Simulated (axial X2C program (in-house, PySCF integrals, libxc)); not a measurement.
## Which molecule has these constants?

Computed with an in-house relativistic program for diatomic molecules, spin-free (one-electron X2C) or two-component (2c: spin–orbit coupling with atomic mean-field Coulomb and Gaunt terms, which also bring small scalar terms), in Dyall basis sets with cores contracted in-house; open shells are unrestricted.

A two-component PBE0 calculation in a Dyall 3-zeta basis gave Re = 1.517 Å, ωe = 1293.3 cm⁻¹, Ω = 2.

Question: Which molecule is it?
A. B₂
B. In₂
C. Al₂

Answer: A. The others have Al₂ 2.484 Å and 346.7 cm⁻¹ (Ω = 1); In₂ 3.031 Å and 112.5 cm⁻¹ (Ω = 1).

Each entry is the lowest single determinant of a limited PBE0 search at one distance. De goes to single-determinant-based atoms at the same level (for ions the charge split of lowest energy) and is withheld (n/a) where an atom does not fit its ground term or J level. Main or longest-lived isotopes. One determinant is a doubtful description, or other states lie close, for B₂, Al₂, In₂; these need not be ground states, and all values refer to the states named. Some open-shell Ω = 0 determinants are out of reach, so the Ω given for B₂, Al₂ need not be the lowest component. With several unpaired electrons the Ω given is that of one determinant, not necessarily of the lowest component. Some light 2c atoms are not at their ground J level, so De misses part of their lowering (0.04 eV or less). The functionals have no current term, which raises determinants with orbital currents.
